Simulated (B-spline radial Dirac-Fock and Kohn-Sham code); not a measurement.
**Dipole and non-dipole photoemission parameters of Mo⁵⁺ 4s**

System: the Mo⁵⁺ ion in the configuration 1s2 2s2 2p6 3s2 3p6 3d10 4s2 4p6 4d1; threshold 136.2 eV (orbital energy of the model). These are calculated numbers from an atomic code on a B-spline grid; the model is Dirac-Hartree-Slater photoionisation with a Latter tail; cross sections with all multipoles, angular parameters from the dipole term and its interference with E2.

For linearly polarised light dσ/dΩ = σ/(4π) [1 + β P₂(cos θ) + (δ + γ cos²θ) sin θ cos φ], with θ from the polarisation vector and φ the angle between the beam and the projection of the electron momentum on the plane normal to the polarisation.

```
hν (eV)  σ (kb)      β       γ
    150     199  1.984   0.227
    159     189  1.985   0.243
    200     145  1.988   0.280
    246     114  1.990   0.302
    273    99.4  1.991   0.300
    400    56.6  1.993   0.270
    455    46.3  1.993   0.250
    540    35.4  1.994   0.216
    661    25.8  1.994   0.171
    800    18.8  1.995   0.123
    814    18.3  1.995   0.118
    943    14.2  1.995   0.077
   1000       ?      ?       ?
   1240    8.86  1.995   0.004
   1770    4.71  1.996  -0.067
   2000    3.77  1.996  -0.081
   2280    2.95  1.996  -0.086
   2340    2.81  1.996  -0.085
   3220    1.53  1.996  -0.043
   4040   0.973  1.996   0.038
   5100   0.605  1.996   0.170
 9251.7   0.169  1.996   0.744
  12000  0.0941  1.996   1.104
  15000  0.0560  1.995   1.461
```

**Question.** Give the values at 1000 eV.

**Answer.** σ = 12.8 kb, β = 1.995, γ = 0.061. For an s subshell δ is negligible.
